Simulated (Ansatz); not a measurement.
Input (CCSDT(Q)/def2-SVP; Ansatz, a quantum-chemistry and plane-wave program):

Ansatz 0.2 input:
```yaml
crystal:
  periodic: [false, false, false]
  atoms:
    - {symbol: Sn, position_ang: [-0.00349532, -0.01260940, 0.62871775]}
    - {symbol: Cl, position_ang: [1.19244980, 1.38873918, -0.89050383]}
    - {symbol: Cl, position_ang: [-1.18216943, -1.35165270, -0.95866602]}
basis:
  gaussian:
    orbitals: def2-SVP
magnetization: {spin_polarized: false}
correlation: {method: ccsdt_q, electrons: outside_noble_gas}
```

Output:

```
Functional definition: HF
integrals: 0.06 GiB planned
1153 factors; integrals over basis functions are off by at most 1.2e-7 eV
mean field: 0.31 GiB planned
mean field evaluation 1: about -30806.4528 eV, gradient 1.8e1 eV
mean field evaluation 2: about -30806.5653 eV, gradient 1.9e1 eV
mean field evaluation 4: about -30807.8880 eV, gradient 1.2e0 eV
mean field evaluation 8: about -30807.9105 eV, gradient 1.1e-1 eV
mean field evaluation 16: about -30806.4525 eV, gradient 1.8e1 eV
mean field -30807.91061451 eV, -1132.1698327312 hartree, gradient 2.2e-6 eV, S^2 0.000000; 0 other end points of the search recorded, 0 dependent functions left out
19 core orbitals not correlated
reference -30807.91061451 eV, -1132.1698327312 hartree; 9, 9 occupied and 34, 34 virtual orbitals, 1153 factors
second order -8.77194088 eV of doubles, -0.00000000 eV of singles
coupled cluster: 0.60 GiB planned
cycle   1  -9.36659996 eV  change   -5.9e-1 eV  update   9.2e-2
cycle   2  -9.71100798 eV  change   -3.4e-1 eV  update   4.6e-2
cycle   3  -9.91464137 eV  change   -2.0e-1 eV  update   2.9e-2
cycle   4  -9.89649246 eV  change    1.8e-2 eV  update   8.7e-3
cycle   5  -9.89210096 eV  change    4.4e-3 eV  update   5.0e-3
cycle   6  -9.89410566 eV  change   -2.0e-3 eV  update   2.1e-3
cycle   7  -9.89445242 eV  change   -3.5e-4 eV  update   8.1e-4
cycle   8  -9.89446038 eV  change   -8.0e-6 eV  update   3.2e-4
cycle   9  -9.89446416 eV  change   -3.8e-6 eV  update   1.3e-4
cycle  10  -9.89445352 eV  change    1.1e-5 eV  update   4.6e-5
cycle  11  -9.89442831 eV  change    2.5e-5 eV  update   1.9e-5
cycle  12  -9.89443100 eV  change   -2.7e-6 eV  update   8.2e-6
cycle  13  -9.89443295 eV  change   -2.0e-6 eV  update   2.9e-6
cycle  14  -9.89443273 eV  change    2.2e-7 eV  update   1.3e-6
perturbative correction -0.02284631 eV, -0.0008395863 hartree
Total energy: -30817.82789355 eV, -1132.5342860138 hartree
```
